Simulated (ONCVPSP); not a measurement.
**u(r) = r·R(r): atom against pseudo-atom (In)**

Columns: radius, all-electron u(r) and pseudo u(r) of the 4p shell (level -78.05 eV) of indium in the configuration [Ar] 3d10 4s2 4p6 4d10 5s2 5p1; LDA (Perdew-Zunger), scalar-relativistic, ONCV scheme, ONCVPSP 4.0.1.

```
r (bohr)  all-electron  pseudo
   0.080        0.4006  0.0296
   0.160       -0.2473  0.1150
   0.240       -0.6487  0.2466
   0.320       -0.5168  0.4099
   0.400       -0.1045  0.5874
   0.480        0.3546  0.7605
   0.560        0.7360  0.9126
   0.640        0.9974  1.0303
   0.720        1.1428  1.1058
   0.800        1.1935  1.1364
   0.880        1.1759  1.1248
   0.960        1.1139  1.0780
   1.040        1.0260  1.0050
   1.120        0.9259  0.9155
   1.200        0.8226  0.8185
   1.280        0.7223  0.7210
   1.360        0.6282  0.6280
   1.440        0.5424  0.5424
   1.520        0.4655  0.4654
   1.600        0.3976  0.3975
   1.680        0.3381  0.3380
   1.760        0.2866  0.2866
   1.840        0.2423  0.2422
   1.920        0.2043  0.2043
   2.000        0.1719  0.1719
   2.080        0.1444  0.1444
```

Q: How many radial nodes do the two functions have?

A: The all-electron 4p function has n − l − 1 = 2; the pseudo-wave has 0, since the states of the same l below it are removed with the core.

Q: At about which radius was the pseudo-wave matched?

A: 1.60 bohr. The columns agree to 0.0005 from 1.36 bohr on; several derivatives are matched, so the curves merge somewhat inside the radius.

Q: Is the pseudo-wave norm-conserving?

A: Yes: the ONCV scheme keeps the norm inside the radius equal to the all-electron one, which fixes the energy derivative of the logarithmic derivative at the level.
